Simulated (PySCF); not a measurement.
## Tl+ (thallium, charge +1): UHF calculation

Configuration: [Xe] 4f14 5d10 6s2, closed-shell 1S. Calculation: PySCF 2.14, in x2c-TZVPPall; scalar relativity by spin-free X2C-1e.

| Quantity | Value |
| --- | --- |
| Total energy | -20243.331475 hartree |
| One-electron energy | -27702.5124 hartree |
| Hartree (Coulomb) energy | 7839.8328 hartree |
| Exchange energy | -380.6519 hartree |
| ⟨S²⟩ | 0.0000 |
| ⟨L²⟩ | 0.000 |
| Sum of ⟨r⟩ | 44.27 bohr |
| Sum of ⟨r²⟩ | 52.64 bohr² |
| Langevin diamagnetic susceptibility | -41.7 ×10⁻⁶ cm³/mol |

```csv
shell,electrons,mean orbital energy (eV),"rms radius, mean of both spins (bohr)"
1s,2,-86009.0,0.0184
2s,2,-15473.9,0.0742
2p,6,-13371.8,0.0684
3s,2,-3770.3,0.189
3p,6,-3152.9,0.192
3d,10,-2480.9,0.176
4s,2,-885.66,0.416
4p,6,-678.97,0.443
4d,10,-425.52,0.471
5s,2,-160.11,0.942
4f,14,-146.07,0.510
5p,6,-101.03,1.08
5d,10,-30.186,1.48
6s,2,-18.759,2.65
```

Spin-orbit coupling, which splits the p, d and f shells strongly at this Z, is absent.

Densities and radii are taken from the X2C orbitals without a picture-change correction, which distorts them close to the nucleus.
